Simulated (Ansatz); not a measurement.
`S[SiH2][TeH]` + H₂O → `O[SiH2][TeH]` + H₂S at 298.15 K and 1 bar (formal hydrolysis of the Si–S bond).

Gas-phase electronic energies from Ansatz, PBE0-D4/def2-TZVP geometries. CCSD(T)/CBS adds triple-zeta CCSD(T) − MP2 to the extrapolated MP2 energy (def2 sets, frozen cores). This one scheme is used for every species. def2 core potentials past Kr. For Te outer-core shells are correlated without core-valence functions, which leaves a few kJ/mol of doubt a bond. One conformer a species, not always the lowest.

| species | CCSD(T)/CBS energy (Eh) | H − E (kJ/mol) | S (J/(mol·K)) |
| --- | --- | --- | --- |
| `S[SiH2][TeH]` | -957.02579 | 107.3 | 343.6 |
| H₂O | -76.37941 | 66.4 | 188.7 |
| `O[SiH2][TeH]` | -634.44375 | 118.0 | 328.5 |
| H₂S | -398.97279 | 49.9 | 205.7 |

H − E and S are ideal-gas, rigid-rotor, harmonic terms from PBE0-D4/def2-TZVP, for one conformer and one mirror image of each species. 1 Eh = 2625.50 kJ/mol, R = 8.31446 J/(mol·K).

Q: By hand: ΔE, ΔH, ΔS and ΔG.

A: ΔE = (-634.44375) + (-398.97279) − (-957.02579) − (-76.37941) = -0.01134 Eh = -29.8 kJ/mol. Δ(H − E) = 118.0 + 49.9 − 107.3 − 66.4 = -5.8, so ΔH = -35.6 kJ/mol. ΔS = 328.5 + 205.7 − 343.6 − 188.7 = 1.9 J/(mol·K). ΔG = -35.6 − 298.15 × (1.9)/1000 = -36.2 kJ/mol.

Q: By hand: the equilibrium constant, and the temperature at which ΔG would vanish if ΔH and ΔS stayed fixed.

A: log₁₀ K = −ΔG/(RT ln 10) = 6.3. ΔH and −TΔS have one sign here, so there is no such temperature. One of them is within its doubt of zero, so this could turn.

The number of gas molecules stays the same, so ΔS is small and ΔH decides. A doubt of 5 kJ/mol in ΔE shifts log₁₀ K by 0.9 here. Other conformers and mirror images would add mixing entropy, several J/(mol·K) or more a flexible species. These are equilibria of isolated gas molecules and say nothing of rates. Largest T1 diagnostic: 0.011 (customary marks: 0.02 for closed shells, 0.045 for open ones).
